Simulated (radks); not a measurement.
The numbers below are computed, except where a source is named.
The samarium ion Sm4+ is in [Xe] 4f4. Level of theory: scalar-relativistic Kohn-Sham, LDA (Slater exchange, Perdew-Wang correlation), spin-polarised, spherical densities, finite nucleus; Fermi nuclear charge, rms radius of each element as measured or else 0.836 A^(1/3) + 0.57 fm (a radial shooting solver on a logarithmic mesh with Libxc functionals). Open shells are filled with parallel spins first. One electron is removed from 5p, 4f, 4d, 5s in turn, with full relaxation. Which removal costs least, and what does each cost?

Answer. 4f 64.176 eV; 5p 71.150 eV; 5s 93.815 eV; 4d 190.44 eV. The 4f electron leaves first.
